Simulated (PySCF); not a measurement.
Estimate the missing entries of this data sheet.

C₉H₉N.
SMILES: `C(=N/[H])/C1=C/C=C\C=C/C=C\1`

Conformer (atom-mapped SMILES and torsion angles): `[H]\[N:1]=[CH:2]/[C:3]1=[CH:4]/[CH:5]=[CH:6]\[CH:7]=[CH:8]/[CH:9]=[CH:10]\1`: N1–C2–C3–C4 174°.

```json
{"property": "point group of the GFN2-xTB geometry", "level": "GFN2-xTB", "value": "?"}
{"property": "rotational constants A, B, C of the GFN2-xTB geometry", "level": "GFN2-xTB", "value": "?"}
{"property": "dipole moment", "level": "PBE0/pcSseg-1", "value": "?"}
{"property": "HOMO energy", "level": "PBE0/pcSseg-1", "value": "?"}
{"property": "LUMO energy", "level": "PBE0/pcSseg-1", "value": "-1.69 eV"}
{"property": "13C chemical shifts (computed TMS as zero) by class", "level": "GIAO PBE0/pcSseg-1", "value": "?"}
{"property": "1H chemical shifts (computed TMS as zero) by class", "level": "GIAO PBE0/pcSseg-1", "value": "?"}
{"property": "isotropic shieldings of nuclei other than C and H, by class", "level": "GIAO PBE0/pcSseg-1", "value": "?"}
```

The electronic properties come from PySCF, for the isolated species, density fitting.

(1) The 13C chemical shifts (computed TMS as zero) by class?

(2) What is the dipole moment?

(3) The 1H chemical shifts (computed TMS as zero) by class?

(4) The rotational constants A, B, C of the GFN2-xTB geometry?

(5) The point group of the GFN2-xTB geometry?

(6) Give the isotropic shieldings of nuclei other than C and H, by class.

(7) What is the HOMO energy?

Results:

(1) 172.4 (1 C), 148.5 (1 C), 147.2 (1 C), 146.0 (1 C), 142.1 (1 C), 141.4 (1 C), 140.6 (1 C), 139.9 (1 C), 137.7 (1 C) ppm.

(2) 3.06 D.

(3) 10.79 (1 H), 8.08 (1 H), 6.51 (1 H), 6.40 (1 H), 6.37 (1 H), 6.28 (1 H), 6.25 (1 H), 6.14 (1 H), 6.13 (1 H) ppm.

(4) 2.417, 1.110, 0.871 GHz.

(5) C1.

(6) -87 (1 N) ppm.

(7) -6.73 eV.

The rotational constants make it an asymmetric top with κ = (2B − A − C)/(A − C) = -0.69, nearer the prolate limit (−1). The dipole matches unit charges of opposite sign 0.64 Å apart (1 e·Å = 4.8032 D). A dipole of 3.06 D is allowed in C1, and pure rotational transitions are dipole-allowed. With B = h/(8π²I), that is 505.379 GHz u Å² over I, the principal moments of inertia are 209.1, 455.1 and 580.1 u Å² (most abundant isotopes).

One conformer stands for the species.
